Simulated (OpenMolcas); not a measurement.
A calculation on B²⁺.

```
Program             : OpenMolcas 26.06
Method              : RASSCF
Basis               : ANO-RCC-VTZP [4s3p2d1f]
Scalar Hamiltonian  : DKH2, point nucleus
Active space        : 1 electron in 9 orbitals (RAS2 2s 2p; RAS3 3d, at most 1 electron)
State averaging     : 2S+1 = 2 even, 1 root; 2S+1 = 2 odd, 3 roots
Spin-orbit coupling : RASSI with atomic mean-field integrals over the reference wave functions, term energies averaged over their components
```

Question: Which level of the active space comes out lowest?

Answer: 2s 2S 1/2, with 100 % of that term; it is also the measured ground level.

Question: How high does 2p 2P* 1/2 lie?

Answer: 49051 cm-1 above the lowest level; measured 48358 cm-1 above the ground level, so the calculation is off by +1 %.

Question: How high does 2p 2P* 3/2 lie?

Answer: 49082 cm-1 above the lowest level; measured 48393 cm-1 above the ground level, so the calculation is off by +1 %.

Measured values: Moore, Atomic Energy Levels, vol. I, NSRDS-NBS 35 (1971 reprint of NBS Circular 467, 1949).

With one active electron outside closed inactive shells, the extra shells (3d) add no correlation to the reference. With one active electron the reference holds no correlation, so core polarisation is missing. Computed and measured levels are paired by configuration, term and J; levels that our copy of the source lacks, or whose pairing is in doubt (as where it misses far off the trend of its configuration), stay unpaired and out of the deviations. Levels of configurations outside the active space are missing.

* marks odd parity.
